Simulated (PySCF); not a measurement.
Structure problem from calculated spectra and properties.

Formula: C4H10O3Si.

| Quantity | Value |
| --- | --- |
| UV, strongest line | among the 10 lowest singlet transitions: S4 at 7.46 eV (166 nm, f = 0.026) [TDDFT wB97X-D/def2-SVPD] |
| Dipole | 3.43 D [wB97X-D/def2-SVPD] |
| Rotational structure | rotational constants A, B, C: 2.593, 1.238, 0.957 GHz [PBE0-D3(BJ)/def2-SVP] |
| Triplet | lowest triplet excitation (Tamm–Dancoff): 4.14 eV [TDA wB97X-D/def2-SVPD] |
| Polarisability | 83.6 au [wB97X-D/def2-SVPD] |
| 13C NMR | chemical shifts (computed TMS as zero) by class: 217.0 (1 C), 72.8 (1 C), 53.9 (1 C), 25.3 (1 C) ppm [GIAO B3LYP/pcSseg-1] |
| 1H NMR | chemical shifts (computed TMS as zero) by class: 4.97 (2 H), 4.48 (2 H), 3.67 (3 H), 2.04 (3 H) ppm [GIAO B3LYP/pcSseg-1] |

The electronic properties come from PySCF, for the isolated species, density fitting. Levels stand in brackets. Isolated species at its PBE0-D3(BJ)/def2-SVP geometry (one conformer only). Each NMR value is the plain mean over a class of atoms that symmetry, rotation or inversion makes alike.

Question: What is the compound? Reason from the data.

Answer: Numbering: `[CH3:1][O:2][SiH2:3][O:4][CH2:5][C:6]([CH3:7])=[O:8]`. Its formula, C4H10O3Si, gives 1 degree of unsaturation: 0 rings and 1 π bond in the structure found. 4 carbons fall into 4 classes; from least to most shielded: ketone carbonyl carbon [C6] (217.0 ppm), sp3 carbon bound to oxygen [C5] (72.8 ppm), methoxy carbon [C1] (53.9 ppm), methyl carbon next to a carbonyl [C7] (25.3 ppm). Hydrogen classes from least to most shielded: 2 H on an oxygen-bound silicon, Si3 (4.97 ppm, a mean of values up to 0.7 ppm apart in this geometry), 2 H on an sp3 carbon bound to oxygen, C5 (4.48 ppm), 3 H on a methoxy carbon, C1 (3.67 ppm, a mean of values up to 0.8 ppm apart in this geometry), 3 H on a methyl carbon next to a carbonyl, C7 (2.04 ppm). The optimised geometry has point group C1 and is an asymmetric top. Structure: `CO[SiH2]OCC(C)=O`. Computed isomers that give other values at the same levels: `COC[SiH]1OCCO1` (rotational constant A: 3.101 GHz; this holds for the one conformer computed); `COC[SiH2]OC(C)=O` (rotational constant A: 3.847 GHz; this holds for the one conformer computed); `CO[SiH](OC)C(C)=O` (rotational constant A: 1.870 GHz; this holds for the one conformer computed). The assignments are read from this structure; whether some other isomer fits the data as well wasn't checked.

Shape of the structure used: `[CH3:1][O:2][SiH2:3][O:4][CH2:5][C:6]([CH3:7])=[O:8]`: C1–O2–Si3–O4 -120°, O2–Si3–O4–C5 38°, Si3–O4–C5–C6 40°, O4–C5–C6–C7 169°.
